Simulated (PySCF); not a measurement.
Compound: C7H11FGeSi.
Z-matrix (Å and degrees, PBE0-D3(BJ)/def2-SVP geometry), rows numbered from 1:
```
F 
Si  1  1.6316
C   2  1.8611  1  109.49
Ge  3  1.9657  2  112.15  1   168.36
C   4  1.9482  3  108.32  2    38.19
C   5  1.4020  4  120.80  3    74.98
C   6  1.3935  5  120.79  4  -175.61
C   7  1.3949  6  120.00  5     0.00
C   8  1.3935  7  119.87  6    -0.16
C   9  1.3949  8  119.98  7     0.15
H   2  1.4922  1  107.03  3   120.30
H   2  1.4882  1  107.18  3  -120.98
H   3  1.1024  2  110.06  1    47.07
H   3  1.1021  2  109.38  1   -70.84
H   4  1.5406  3  109.32  2   -79.87
H   4  1.5409  3  109.64  2   159.12
H   6  1.0944  5  120.13  4     4.33
H   7  1.0929  6  119.93  5   179.97
H   8  1.0927  7  120.04  6   179.91
H   9  1.0928  8  120.10  7  -179.83
H  10  1.0940  5  119.96  4    -4.37
```

Computed with PBE0-D3(BJ)/def2-SVP geometry optimisation, gas phase in PySCF.

Take the most abundant isotopes and a rigid rotor. The values belong to one conformer with, in the numbering `[F:1][SiH2:2][CH2:3][GeH2:4][c:5]1[cH:6][cH:7][cH:8][cH:9][cH:10]1`, F1–Si2–C3–Ge4 168°, Si2–C3–Ge4–C5 38°, C3–Ge4–C5–C6 75°.

Problem. What are A, B and C (MHz)?

Solution. Ia = 473.58, Ib = 935.06, Ic = 1207.54 u·Å²; 505379 MHz·u·Å²/I gives A = 1067, B = 540.5, C = 418.5 MHz.

Problem. What kind of rotor is it?

Solution. An asymmetric top. Ray's parameter κ = (2B − A − C)/(A − C) = -0.624; −1 is the prolate and +1 the oblate limit.

Problem. Is it planar, by Δ = Ic − Ia − Ib?

Solution. Not planar: Δ = Ic − Ia − Ib = -201.09 u·Å². For a rigid frame Δ = −2 Σ m c², so Σ m c² = 100.55 u·Å² lies off the ab plane: 27.20 from hydrogen and 73.35 from heavier atoms. The atom farthest from that plane is 2.21 Å away.

Problem. Give the coordinates in the principal-axis frame, origin at the centre of mass.

Solution. The sense of each axis is arbitrary; atoms in the order of the calculation.
```csv
atom,mass (u),a (Å),b (Å),c (Å)
F1,18.998,3.325,2.024,-0.116
Si2,27.977,1.882,1.304,0.131
C3,12.000,1.947,-0.448,-0.493
Ge4,73.921,0.392,-1.500,0.088
C5,12.000,-1.181,-0.353,0.026
C6,12.000,-1.777,-0.016,-1.198
C7,12.000,-2.845,0.877,-1.250
C8,12.000,-3.335,1.447,-0.075
C9,12.000,-2.756,1.120,1.150
C10,12.000,-1.687,0.225,1.198
H11,1.008,1.623,1.337,1.600
H12,1.008,0.861,2.103,-0.600
H13,1.008,2.865,-0.943,-0.134
H14,1.008,1.982,-0.443,-1.594
H15,1.008,0.603,-1.963,1.542
H16,1.008,0.215,-2.718,-0.840
H17,1.008,-1.403,-0.453,-2.129
H18,1.008,-3.298,1.130,-2.212
H19,1.008,-4.172,2.148,-0.115
H20,1.008,-3.139,1.562,2.073
H21,1.008,-1.241,-0.023,2.166
```

Problem. Which types of transition are allowed, and where do some lines up to J = 5 fall?

Solution. The dipole components are |μa| = 1.67 D, |μb| = 0.79 D, |μc| = 0.31 D. Intensities carry the squares of the components, which stand as 1.00 : 0.23 : 0.04 (a : b : c). Some lines, for components of 0.1 D or more:

```tsv
type	branch	J(Ka,Kc)	MHz	lower level (cm⁻¹)
c	R	1(1,0) ← 0(0,0)	1608	0.000
b	R	5(2,3) ← 4(3,2)	2302	0.498
a	R	3(1,3) ← 2(1,2)	2683	0.109
b	Q	5(2,4) ← 5(1,5)	2730	0.465
c	Q	3(3,1) ← 3(2,1)	2858	0.273
a	R	3(2,2) ← 2(2,1)	2877	0.174
a	R	4(1,4) ← 3(1,3)	3559	0.199
c	R	2(2,0) ← 1(1,0)	3639	0.054
c	Q	4(4,1) ← 4(3,1)	4072	0.498
b	R	5(0,5) ← 4(1,4)	4314	0.318
a	R	5(2,4) ← 4(2,3)	4753	0.398
b	Q	5(5,0) ← 5(4,1)	5249	0.795
c	R	4(2,3) ← 3(1,3)	5961	0.199
b	R	4(3,2) ← 3(2,1)	6727	0.273
c	R	5(2,4) ← 4(1,4)	7155	0.318
c	R	5(3,2) ← 4(2,2)	7631	0.406
b	R	5(2,3) ← 4(1,4)	7700	0.318
c	R	5(4,1) ← 4(3,1)	8910	0.498
```

Problem. Estimate the classical rotational partition function at 10 K, 50 K and 100 K.

Solution. Point group C1, symmetry number σ = 1; q = (√π/σ)·√((kT/h)³/(ABC)), k/h = 20836.6 MHz/K: 10900 at 10 K, 121000 at 50 K, 343000 at 100 K.

PBE0-D3(BJ)/def2-SVP frequencies: not computed here. These are rigid-rotor constants of the computed structure; measured ground-state constants (B0) also hold zero-point vibration.

Time: 8.4 min; peak memory 1.0 GiB. Hardware: one thread of an Intel Xeon Platinum 8488C, shared host with 96 logical CPUs at a one-minute load of 36. That covers the optimisation of the geometry.
